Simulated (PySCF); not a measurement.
## Electron affinity of K by level of theory

K⁻ [Ar] 4s2 (1S) → K [Ar] 4s1 (2S), as a difference of total energies. All numbers are calculated (PySCF 2.14, scalar relativity by spin-free X2C-1e, in dyall-av3z (25s18p5d2f, 118 functions)). Correlated levels: valence: [Ar] frozen; virtual orbitals above 40 to 60 times the deepest correlated orbital energy dropped. The calculations carry no spin-orbit coupling.

```tsv
method	electron affinity (eV)
UHF	-0.081
PBE	0.517
PBE0	0.480
r2SCAN	0.410
CAM-B3LYP	0.454
BP86	0.597
MP2 (valence)	0.282
SCS-MP2 (valence)	0.355
```

Q: Estimate what LC-wPBE gives.

A: 0.411 eV, closest to r2SCAN among the rows shown.

Q: Estimate what LDA gives.

A: 0.578 eV, closest to BP86 among the rows shown.

Errors of the correlated levels include the incompleteness of this basis and the frozen core.

A negative affinity means that the anion lies above the atom at that level of theory.

In the anion the highest occupied orbital energy is positive at LDA, PBE, PBE0, r2SCAN, BP86, a self-interaction effect; the basis confines that electron, and the energy difference can still be sensible.

For comparison: 0.501 eV (measured; photodetachment measurements, as compiled on the Wikipedia data page of electron affinities).
